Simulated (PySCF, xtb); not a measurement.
Te(OH)(OMe) (CH4O2Te), SMILES O[Te]OC.

Geometry optimised at B3LYP-D3(BJ)/def2-SVP. The def2 effective core potentials stand for the cores of Te; spin–orbit coupling is left out. Other conformers were not sampled.

The numbers are results of IEF-PCM-ωB97X/def2-SVP (PySCF 2.14.0), not measurements.

The values are the electrostatic part of the solvation free energy, E(continuum) − E(gas) at the gas-phase geometry, in a cavity of scaled van der Waals radii (PySCF's table); cavitation and dispersion terms are not included. In vacuum the orbital gap is 9.02 eV. The dipole moment in vacuum is 0.82 D.

```csv
solvent,ε,ΔG(elec) (kcal/mol),dipole (D),gap (eV)
water,78.36,-6.6,1.13,9.15
chlorobenzene,5.70,-5.0,1.04,9.12
acetonitrile,35.69,-6.5,1.12,9.15
```

For comparison, GFN2-xTB/ALPB(water) (xtb, at the GFN2-xTB geometry, all terms of that model) gives -7.3 kcal/mol.
